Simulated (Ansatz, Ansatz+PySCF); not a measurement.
```xyz
10

C     0.0000    0.6250   -1.2300
C     0.0000   -0.6250   -1.2300
C     0.0000    1.4600   -0.1300
C     0.0000   -1.4600   -0.1300
C     0.0000    0.7000    1.0500
C     0.0000   -0.7000    1.0500
H     0.0000    2.5492   -0.1720
H     0.0000   -2.5492   -0.1720
H     0.0000    1.2219    2.0069
H     0.0000   -1.2219    2.0069
```

Basis set: def2-SVP (spherical functions). Frozen core: 6 orbitals. Charge 0, multiplicity 1.

Computed with Ansatz (development build ahead of 0.2.0); each method stands on the lowest determinant of its kind that the runs found. Restricted open shells among the atoms or ions are ROHF, correlated in semicanonical orbitals with singles.

The atomization energy at this shape (free ground-state atoms in the same class of orbitals less the molecule, no zero-point energy) of singlet C6H4:

```
method  atomization energy
   RHF     861.15 kcal/mol
```

Problem. What does RHF-MP2 give?

Solution. 1152.58 kcal/mol.
